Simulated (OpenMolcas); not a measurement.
## Tm3+: moving or changing the point charges

Tm3+ among 7 point charges of -0.5 e arranged as a pentagonal bipyramid (D5h), 2.42 Å from the ion, with the axial distance 2.856 Å.

| Property | Result |
| --- | --- |
| Program | OpenMolcas |
| Method | CASSCF |
| Basis | ANO-RCC-VDZP [7s6p4d2f1g] |
| Scalar Hamiltonian | DKH2, point nucleus |
| Active space | 12 electrons in 7 orbitals (4f) |
| State averaging | 2S+1 = 3 even, 21 roots; 2S+1 = 1 even, 27 roots kept (CI in the orbitals of an earlier block) |
| Spin-orbit coupling | state interaction with AMFI integrals over the reference wave functions |

Runs around this geometry, states. Energies in cm-1 above the lowest state or level, χT in cm3 K/mol.

```json
{"R (Å)": "2.42", "q (e)": "-0.25", "Ground state": "2S+1 = 3", "First state of that spin": "58.2", "First gap with spin-orbit (degeneracies)": "50.1 (2, 2)", "Width of lowest J": "243", "χT at 300 K": "7.131"}
{"R (Å)": "2.42", "q (e)": "-0.5", "Ground state": "2S+1 = 3", "First state of that spin": "116.3", "First gap with spin-orbit (degeneracies)": "100.0 (2, 2)", "Width of lowest J": "484", "χT at 300 K": "7.095"}
{"R (Å)": "2.66", "q (e)": "-0.5", "Ground state": "2S+1 = 3", "First state of that spin": "95.9", "First gap with spin-orbit (degeneracies)": "82.3 (2, 2)", "Width of lowest J": "367", "χT at 300 K": "7.114"}
{"R (Å)": "2.8", "q (e)": "-0.5", "Ground state": "2S+1 = 3", "First state of that spin": "85.5", "First gap with spin-orbit (degeneracies)": "73.3 (2, 2)", "Width of lowest J": "316", "χT at 300 K": "7.122"}
```

Taking the width of the lowest J multiplet as R^-n, n = -ln(316 / 484) / ln(2.8 / 2.42) = 2.9 between the shortest and longest distance.

Scaling the charges by -0.25 / -0.5 = 0.50 scales the width of the lowest J multiplet by 243 / 484 = 0.50; with fixed orbitals a first-order splitting would follow the charge.

Point charges carry no covalency, so the field is a model and not that of real ligands. An unlabelled pair can be two single states that coincide in this model. No measured value stands beside these numbers.

A state without a sure symmetry label is named by its multiplicity alone.
